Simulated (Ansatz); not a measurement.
Consider the cleavage of the Si–Si bond: `F[SiH]([SiH3])O[SiH3]` + `[OH][SnH2][Cl]` → `[SiH3][O][SnH2][Cl]` + `F[SiH2]O[SiH3]`.

Program: Ansatz. Geometries: PBE0-D4/def2-TZVP. ΔE: electronic, gas phase. CCSD(T)/CBS adds triple-zeta CCSD(T) − MP2 to the extrapolated MP2 energy (def2 sets, frozen cores). DFT in def2-TZVPP. B3LYP here is the variant with VWN-RPA as its local correlation; programs differ in this. Elements past krypton have def2 core potentials. For Sn outer-core shells are correlated without core-valence functions, which leaves a few kJ/mol of doubt a bond. One conformer a species, not always the lowest.

(1) Is it downhill or uphill in electronic energy at CCSD(T)/CBS, and by how much? (Best estimate.)

(2) What do these levels give: r2SCAN-D4, PBE-QIDH, PBE0, B3LYP, BHLYP, MP2/def2-SVP? (An estimate is asked.)

Largest T1 diagnostic among the species: 0.013.

## Answers

(1) Computed: Downhill: ΔE = -115.4 kJ/mol.

(2) Ansatz gave: r2SCAN-D4 -104.0, PBE-QIDH -111.1, PBE0 -93.8, B3LYP -110.1, BHLYP -124.7, MP2/def2-SVP -124.0 kJ/mol.

From r2SCAN to r2SCAN0 (25 % exact exchange), in def2-TZVPP and without D4, ΔE moves by −5.7 kJ/mol. Leaving LDA and LC-ωPBE aside and taking each functional with its dispersion term where it has one, the values, not all of them listed here, spread over 42.5 kJ/mol, from BHLYP-D4 to PBE-D4.
